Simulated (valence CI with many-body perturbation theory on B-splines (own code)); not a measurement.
Hg8+: what each term of the Hamiltonian does

Computed by valence CI with perturbative core correlation (CI+MBPT): four valence electrons over a frozen Dirac-Fock core [Xe] 4f14, a basis of 9 s, 9 p, 10 d, 8 f, 5 g, 3 h, 1 i functions for each j, with the one-electron correlation potential Σ1 (screened to all orders), the two-electron term Σ2, the three-electron term Σ3, Breit, model QED; selected single and double excitations, second order for the rest, scaled by the run's own slope (own B-spline code, finite nucleus).

No measured levels were compared; by estimate terms of the open shell hold to 2 to 4 % of their energy, and close levels can change places; different configurations can be misplaced against each other by 1,000 to 8,000 cm⁻¹. Core correlation moves these levels by up to 17000 cm⁻¹, and in measured spectra 5 to 20 % of such shifts remained as error; rates that hang on mixing are uncertain with them. Only levels of the ground parity were solved; by the run's estimate the other parity begins above the list, which can be wrong where configurations are misplaced.

Each rung adds one term. CI alone is the Dirac-Coulomb CI over the frozen core; QED comes last and gives the full result, which names the levels. Energies are above (5d3/2^4) J=0 on the same rung, in eV.

Levels are named by their leading jj configuration (3d3/2^4 stands for four electrons in 3d with j = 3/2), which in mixed levels can hold well under half, so a name can repeat and another be missing. Letters in brackets count levels of one name in rising energy.

| Level | CI alone | + Σ1 | + Σ2 | + Σ3 | + Breit | Full |
| --- | --- | --- | --- | --- | --- | --- |
| (5d3/2^3 5d5/2) J=1 | 1.406 | 1.506 | 1.508 | 1.521 | 1.477 | 1.484 |
| (5d3/2^3 5d5/2) J=2 | 2.393 | 2.541 | 2.543 | 2.555 | 2.492 | 2.502 |
| (5d3/2^3 5d5/2) J=3 | 3.015 | 3.176 | 3.174 | 3.181 | 3.112 | 3.122 |
| (5d3/2^3 5d5/2) J=4 | 3.178 | 3.309 | 3.270 | 3.265 | 3.210 | 3.218 |
| (5d3/2^2 5d5/2^2) J=0 [a] | 4.302 | 4.495 | 4.635 | 4.621 | 4.544 | 4.556 |
| (5d3/2^2 5d5/2^2) J=4 [a] | 4.702 | 4.904 | 4.840 | 4.839 | 4.753 | 4.766 |
| (5d3/2^2 5d5/2^2) J=3 [a] | 5.265 | 5.452 | 5.387 | 5.371 | 5.296 | 5.308 |
| (5d3/2^2 5d5/2^2) J=2 [a] | 5.264 | 5.439 | 5.466 | 5.467 | 5.399 | 5.410 |
| (5d3/2^2 5d5/2^2) J=5 | 5.747 | 5.963 | 5.821 | 5.815 | 5.725 | 5.738 |
| (5d3/2^2 5d5/2^2) J=1 | 5.663 | 5.887 | 6.007 | 6.014 | 5.926 | 5.940 |
| (5d3/2^2 5d5/2^2) J=6 | 6.214 | 6.439 | 6.260 | 6.257 | 6.161 | 6.175 |
| (5d3/2^2 5d5/2^2) J=4 [b] | 6.662 | 6.892 | 6.814 | 6.780 | 6.685 | 6.699 |
| (5d3/2^2 5d5/2^2) J=2 [b] | 6.687 | 6.913 | 6.919 | 6.908 | 6.817 | 6.831 |
| (5d3/2^2 5d5/2^2) J=3 [b] | 6.920 | 7.132 | 7.052 | 7.026 | 6.942 | 6.955 |
| (5d3/2 5d5/2^3) J=4 [a] | 7.294 | 7.589 | 7.622 | 7.611 | 7.488 | 7.507 |
| (5d3/2 5d5/2^3) J=3 [a] | 7.886 | 8.193 | 8.258 | 8.234 | 8.109 | 8.128 |
| (5d3/2^2 5d5/2^2) J=2 [c] | 7.872 | 8.130 | 8.350 | 8.348 | 8.247 | 8.263 |
| (5d3/2 5d5/2^3) J=5 | 8.510 | 8.840 | 8.801 | 8.782 | 8.644 | 8.665 |
| (5d3/2 5d5/2^3) J=1 [a] | 8.578 | 8.885 | 8.968 | 8.921 | 8.797 | 8.817 |

Problem. How does the ionisation energy move along the ladder, and which term matters most?

Solution. CI alone 132.35, + Σ1 134.06, + Σ2 135.23, + Σ3 135.23, + Breit 135.18, + QED 135.20 eV. The largest step is Σ1, 1.71 eV. NIST lists 134 ± 2.2 eV (theoretical).
